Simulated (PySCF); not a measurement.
Several compounds and their computed core spectra got separated.

Method: delta-SCF UKS SCAN, pcX-2 on the ionised atom, pcseg-1 elsewhere, spin-free X2C (PySCF 2.14.0). Geometries: PBE0-D3(BJ)/def2-SVP; isolated species, one conformer each.

Line lists (1s up to Mg, 2p3/2 beyond; areas count atoms within a level, one atom standing for each set equivalent by bonding):
1. C 1s: 289.44 (area 1), 289.71 (area 1), 289.97 (area 1), 290.21 (area 1), 290.38 (area 1), 290.40 (area 1), 290.62 (area 1) eV
2. C 1s: 290.80 (area 1), 291.12 (area 1), 292.28 (area 1) eV; Cl 2p3/2: 205.79 eV
3. C 1s: 290.00 (area 1), 291.06 (area 1) eV; N 1s: 403.82 (area 1), 404.03 (area 1) eV; Si 2p3/2: 106.65 (area 1), 106.71 (area 1), 106.82 (area 2) eV
4. B 1s: 195.46 eV; C 1s: 290.27 eV; P 2p3/2: 136.14 eV

Structures:
A. `CB(P)P`
B. `C=C1CC/C1=C/C`
C. `[SiH3]N([SiH3])[C@@H]1C[SiH2]N[SiH2]1`
D. `CCCCl`

Task: Match each list to its structure.

Result: 
- 1 = B: no other candidate has this set of levels. C 1s: 289.44 terminal =CH2 carbon, 289.71 alkene CH carbon, 289.97 fully substituted alkene carbon, 290.21 fully substituted alkene carbon, 290.38 allylic carbon, 290.40 allylic carbon, 290.62 allylic carbon.
- 2 = D: no other candidate has this set of levels. C 1s: 290.80 methyl carbon, 291.12 chain CH2 carbon, 292.28 sp3 C–Cl carbon; Cl 2p3/2: 205.79 alkyl chlorine.
- 3 = C: no other candidate has this set of levels. C 1s: 290.00 sp3 carbon bound to silicon, 291.06 sp3 carbon bound to nitrogen; N 1s: 403.82 nitrogen bridging silicon atoms, 404.03 nitrogen bridging silicon atoms; Si 2p3/2: 106.65 SiH2 silicon, 106.71 SiH2 silicon, 106.82 SiH3 silicon (×2).
- 4 = A: no other candidate has this set of levels. B 1s: 195.46 three-coordinate boron; C 1s: 290.27 sp3 carbon bound to boron; P 2p3/2: 136.14 three-coordinate phosphorus (×2).

Spin–orbit coupling isn't in the SCF: each 2p doublet comes from a relaxed spin-free hole plus a matrix of the shell (mean-field spin–orbit coupling and the ground-state 2p splitting), with 2p3/2 averaged over its two sublevels. 3 of these hole states are spin-contaminated (⟨S²⟩ up to 0.95, against 0.75; counted from 0.85) and less certain.
